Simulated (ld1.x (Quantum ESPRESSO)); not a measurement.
## Scattering properties, TM semilocal potential for indium

In, norm-conserving Troullier–Martins (semilocal form), made with ld1.x (Quantum ESPRESSO) 7.5 (PBEsol, scalar-relativistic). Core [Kr], reference 4d10 5s2 5p1. Waves: 5s (bound): rc 1.55 bohr; 5p (bound): rc 2.85 bohr; 4d (bound): rc 1.50 bohr. Local part: the d channel. Core correction: none.

The phase is arctan(r·u′/u) with u = r·R(r), unwrapped; energies in Ry, scanned from -3 to 5 Ry. A pole is an energy at which the radial function vanishes at the test radius. The pseudo phase is shifted by a multiple of π to meet the all-electron one at the reference energy, and phase errors are pseudo minus all-electron; the curves can meet again beyond the range given. Levels narrower than the energy grid can be missing from the lists of poles.

| channel | radius (bohr) | reference energy (Ry) | poles, all-electron | poles, pseudo | unbroken range about the reference energy with phases within 0.05 rad | phase error 1 Ry above the reference energy (rad) |
| --- | --- | --- | --- | --- | --- | --- |
| s | 3.09 | -0.61 | 0.14 | 0.11, 1.68 | below 0.7 | -0.020 |
| p | 3.09 | -0.19 | 1.11 | 1.06 | below 2.2 | -0.006 |
| d | 3.09 | -1.37 | -1.33, 2.88 | -1.33, 2.89 | the whole range | +0.000 |

Phases in the p channel:

```
E (Ry)  all-electron  pseudo
 -3.00         1.366   1.365
 -2.76         1.355   1.354
 -2.52         1.342   1.341
 -2.28         1.327   1.326
 -2.04         1.308   1.307
 -1.80         1.284   1.284
 -1.56         1.254   1.252
 -1.32         1.211   1.210
 -1.08         1.148   1.147
 -0.84         1.046   1.044
 -0.60         0.851   0.850
 -0.36         0.405   0.404
 -0.12        -0.451  -0.451
  0.12        -1.048  -1.050
  0.36        -1.303  -1.307
  0.60        -1.432  -1.437
  0.84        -1.510  -1.517
  1.08        -1.565  -1.574
  1.32        -1.609  -1.621
  1.56        -1.647  -1.663
  1.80        -1.683  -1.706
  2.04        -1.720  -1.756
  2.28        -1.763  -1.818
  2.52        -1.816  -1.910
  2.76        -1.887  -2.070
  3.00        -1.996  -2.420
  3.24        -2.186  -3.228
  3.48        -2.577  -3.981
  3.72        -3.300  -4.296
  3.96        -3.921  -4.441
  4.20        -4.223  -4.524
  4.44        -4.375  -4.578
  4.68        -4.465  -4.617
  4.92        -4.524  -4.647
```
